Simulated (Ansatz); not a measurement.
Reaction (cleavage of the Si–Ge bond): `[CH3][Ge]([F])([SiH3])[Cl]` + `[OH][GeH2][F]` → `[F][GeH2][O][SiH3]` + `[CH3][GeH]([F])[Cl]`

Isolated molecules relaxed with PBE0-D4/def2-TZVP in Ansatz; ΔE leaves out vibrations. CCSD(T)/CBS is the MP2 limit (def2-TZVPP, def2-QZVPP) plus CCSD(T) − MP2 in def2-TZVPP, frozen cores. Functionals use def2-TZVPP. HSE06 is defined as in plane-wave codes. For Ge outer-core shells are correlated without core-valence functions, which leaves a few kJ/mol of doubt a bond. Scalar relativity is left out up to krypton. One conformer a species, not always the lowest.

```
             level  ΔE (kcal/mol)  difference from CCSD(T)/CBS
         revPBE-D4          -13.3                          6.1
           BLYP-D4          -16.6                          2.8
            B97M-V          -19.8                         -0.4
           PBE0-D4          -15.6                          3.8
        r2SCAN0-D4          -19.0                          0.4
          HSE06-D4          -15.6                          3.8
          BHLYP-D4          -21.5                         -2.1
           ωB97M-V          -19.4                          0.0
            r2SCAN          -18.0                          1.4
              PBE0          -16.0                          3.4
         CAM-B3LYP          -20.9                         -1.5
     CCSD/def2-SVP          -20.7                         -1.3
SCS-MP2/def2-TZVPP          -22.1                         -2.7
   CCSD/def2-TZVPP          -20.7                         -1.3
      HF/CBS(def2)          -27.2                         -7.8
     MP2/CBS(def2)          -20.4                         -1.0
       CCSD(T)/CBS          -19.4                            0
```

Largest T1 diagnostic among the species: 0.012.

From r2SCAN to r2SCAN0 (25 % exact exchange), in def2-TZVPP and without D4, ΔE moves by −1.1 kcal/mol. Leaving LDA and LC-ωPBE aside and taking each functional with its dispersion term where it has one, the values, not all of them listed here, spread over 8.3 kcal/mol, from BHLYP-D4 to PBE-D4. LDA lies −0.8 kcal/mol from PBE without D4.
